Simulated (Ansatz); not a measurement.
A run on `[CH3][AlH][SiH2]F` with other settings.

```yaml
crystal:
  periodic: [false, false, false]
  atoms:
    - {symbol: C, position_ang: [-1.628452, 0.351372, -1.070836]}
    - {symbol: Al, position_ang: [-0.465546, -0.749365, 0.077034]}
    - {symbol: Si, position_ang: [1.719899, -0.010496, 0.928255]}
    - {symbol: F, position_ang: [2.050132, 1.493534, 0.398903]}
    - {symbol: H, position_ang: [-1.016900, 0.690164, -1.903670]}
    - {symbol: H, position_ang: [-1.840528, 1.269590, -0.478219]}
    - {symbol: H, position_ang: [-2.478266, -0.131913, -1.320026]}
    - {symbol: H, position_ang: [-0.907919, -2.288130, 0.435730]}
    - {symbol: H, position_ang: [1.774279, 0.011561, 2.396588]}
    - {symbol: H, position_ang: [2.873517, -0.829777, 0.539997]}
basis:
  gaussian: {orbitals: def2-TZVPD, fitting: {mean_field: def2-universal-jkfit}, nuclear_model: gaussian}
hamiltonian: {xc: {name: HF}}
correlation: {method: mp2}
output: {forces: true}
```

```sh
$ ansatz run in.yaml --threads 2 --pin off --events-out ev --progress --plain --max-ram 4352MiB
```

Shortened log:

```
Functional definition: HF
516 factors; integrals over basis functions are off by at most 1.6e0 eV
mean field evaluation 1: about -18276.2753 eV, gradient 3.9e1 eV
mean field evaluation 2: about -18279.0290 eV, gradient 2.2e1 eV
mean field evaluation 4: about -18279.9105 eV, gradient 1.2e0 eV
mean field -18279.91533960 eV, -671.7744981586 hartree, gradient 1.7e-6 eV, S^2 0.000000; 0 other end points of the search recorded, 0 dependent functions left out
12 core orbitals not correlated: weight in the atoms' cores, before any rotation towards them, 1.000 or more for the frozen orbitals, at most 0.000 for the correlated occupied ones
reference -18279.91533960 eV, -671.7744981586 hartree; 12, 12 occupied and 193, 193 virtual orbitals, 516 factors
second order -16.74147496 eV of doubles, -0.00000000 eV of singles
mean field evaluation 8: about -18279.9153 eV, gradient 1.7e-6 eV
Total energy: -18296.65681456 eV, -672.3897360155 hartree
Atom 0 at    -1.628452     0.351372    -1.070836 Å, force     3.317835     1.977799     2.031681 eV/Å
Atom 1 at    -0.465546    -0.749365     0.077034 Å, force    -0.412038    -0.841606    -0.143223 eV/Å
Atom 2 at     1.719899    -0.010496     0.928255 Å, force     0.074555     0.405577    -0.103348 eV/Å
Atom 3 at     2.050132     1.493534     0.398903 Å, force    -0.057470    -0.077299     0.078123 eV/Å
Atom 4 at    -1.016900     0.690164    -1.903670 Å, force    -0.205850    -0.030424    -0.388133 eV/Å
Atom 5 at    -1.840528     1.269590    -0.478219 Å, force    -0.126851    -0.433481    -0.394494 eV/Å
Atom 6 at    -2.478266    -0.131913    -1.320026 Å, force    -2.868228    -1.425143    -1.135110 eV/Å
Atom 7 at    -0.907919    -2.288130     0.435730 Å, force     0.182958     0.605369    -0.060150 eV/Å
Atom 8 at     1.774279     0.011561     2.396588 Å, force    -0.064092     0.081806     0.314870 eV/Å
Atom 9 at     2.873517    -0.829777     0.539997 Å, force     0.159181    -0.262599    -0.200216 eV/Å
Dipole moment:    -0.245740    -0.143561    -0.027100 e Å
```

Hardware: 2 threads of an Arm Neoverse V2 on a shared host. Wall time 3.3 s, peak host memory 0.47 GiB.
